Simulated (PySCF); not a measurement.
C2H9B2N.
Atom-mapped SMILES: `[BH2:1][NH:2][B:3]([CH3:4])[CH3:5]` (hydrogens: H6, H7 on B1; H8 on N2; H9, H10, H11 on C4; H12, H13, H14 on C5)

Structure used (PBE0-D3(BJ)/def2-SVP), in Å, numbered top down from 1:
```
atom  x, y, z in Å
B1     2.2194   -0.1949    0.4834
N2     0.8872   -0.6612    0.4813
B3    -0.3152   -0.0433   -0.0230
C4    -0.3028    1.3724   -0.7074
C5    -1.6705   -0.8422    0.1077
H6     3.0776   -0.8816    0.9901
H7     2.4956    0.8710   -0.0108
H8     0.7445   -1.5675    0.9191
H9     0.6917    1.7849   -0.9189
H10   -0.8332    2.0826   -0.0477
H11   -0.8880    1.3503   -1.6420
H12   -1.8527   -1.3577   -0.8539
H13   -1.6702   -1.6167    0.8911
H14   -2.5378   -0.1821    0.2632
```

Linear response at wB97X-D/def2-SVPD (PySCF, frozen core in the response, non-relativistic). Geometry: PBE0-D3(BJ)/def2-SVP; no solvent, vibrations or thermal averaging.

Static isotropic polarisability: 62.66 au (9.29 Å³), principal values 49.0, 63.9, 75.1 au.

Task: What is the polarisability at 1064 nm and at the sodium D line?

Result: 63.19 au at 1064 nm (+0.8 %), 64.45 au at 589.3 nm (+2.8 %). The rise at 589.3 nm is 3.36 times that at 1064 nm; a pure ω² law gives 3.26. The lowest singlet lies at 190 nm, shorter than both wavelengths.

Task: What is the isotropic C6 coefficient between two such molecules, C6 = (3/π)∫α(iω)² dω?

Result: 1589 au (Eh·bohr⁶) by a ten-point quadrature over imaginary frequencies, which is 949 eV·Å⁶ or 91.6 J·nm⁶/mol.

Task: Which effective excitation energy ω̄ makes London's formula C6 = (3/4)α²ω̄ exact here?

Result: ω̄ = 4·C6/(3α²) = 0.539 Eh = 14.7 eV. A one-pole form α(ω) = α/(1 − ω²/ω̄²) fitted to the 1064 nm value gives 12.7 eV. London's choice of the ionisation energy (10.92 eV, ΔSCF at the same level) gives C6 = 1180 au, 26 % too low.

Task: What three-body coefficient follows from the one-pole estimate C9 = (3/4)·α·C6?

Result: 74700 au. This is an estimate from the two numbers above, not a computed integral.

Task: What n − 1 at the D line would an ideal gas of it have at 273.15 K and 1 atm (2.6868 × 10¹⁹ cm⁻³), by n − 1 = 2π·N·α′?

Result: 16.12 × 10⁻⁴, a formal value whether or not that pressure can be reached.

Task: How anisotropic is the static polarisability, by Δα² = ½[(α1 − α2)² + (α2 − α3)² + (α3 − α1)²]?

Result: Δα = 22.7 au, or 0.36 of the isotropic value.

Note: wB97X-D ran without an empirical dispersion term, which enters the total energy and its gradient alone.
